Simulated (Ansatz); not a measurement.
## A barrier at the coupled-cluster level

Start structure (SnH₄ClF, singlet), relaxed at PBE0-D4/def2-TZVP:

Sn1  (-1.076, -0.225, 0.081)
F2  (0.626, -0.263, 1.034)
H3  (-0.806, -1.218, -1.268)
H4  (-2.161, -0.862, 1.221)
H5  (-1.304, 1.419, -0.270)
H6  (2.002, 0.333, 0.085)
Cl7  (2.720, 0.816, -0.884)
(Å)

The step: SnH₃F ([F][SnH3]) + HCl → SnH₃Cl ([Cl][SnH3]) + HF; bonds formed: Sn1–Cl7, F2–H6; bonds broken: Sn1–F2, H6–Cl7. Program: Ansatz 0.2.0. Basis: def2-TZVPP and def2-QZVPP. Cores are frozen in the correlated methods. Filled d shells of the heavier atoms are correlated. Core potentials replace the inner electrons of the atoms past krypton. The def2 sets are not built for correlating such inner shells, so the correlated values are less sure here. Extrapolation: Hartree–Fock as exp(−7.88 √X), correlation as X^−2.97. Energies below are by CCSD(T) at an estimated basis limit (MP2 extrapolated from triple and quadruple zeta, plus CCSD(T) − MP2 in triple zeta).

Q: What are the electronic barrier and the energy of the step, from the start structure to the end structure? (To be estimated.)

A: The calculation gives: Barrier 12.58 kcal/mol; step energy -8.97 kcal/mol (downhill); reverse barrier, their difference, 21.54 kcal/mol. Barrier and step energy count from the start structure, the reverse barrier from the end structure.

The saddle point: One imaginary mode of 275i cm⁻¹.
```
   pair  start (Å)  saddle (Å)  end (Å)
Sn1–Cl7       4.05        2.78     2.37
  F2–H6       1.77        1.10     0.93
 Sn1–F2       1.95        2.16     3.36
 H6–Cl7       1.30        1.59     2.18
```

Zero-point energy (harmonic, PBE0-D4): ZPE is 19.38 kcal/mol at the start and 19.19 kcal/mol at the saddle, so the barrier goes from 12.58 to 12.39 kcal/mol.

T1 diagnostic: at most 0.013.

Labels in which every atom is bracketed show which atoms are joined, not bond orders.

For scale, one of the runs: CCSD(T)/def2-TZVPP, 179 basis functions, launched by `ansatz run in.yaml --threads 4 --pin off --events-out ev --progress --plain --max-ram 9574MiB`. The run took 45 s on 4 CPU threads of an Arm Neoverse V1 (shared host), with 1.9 GiB of host memory at its peak.
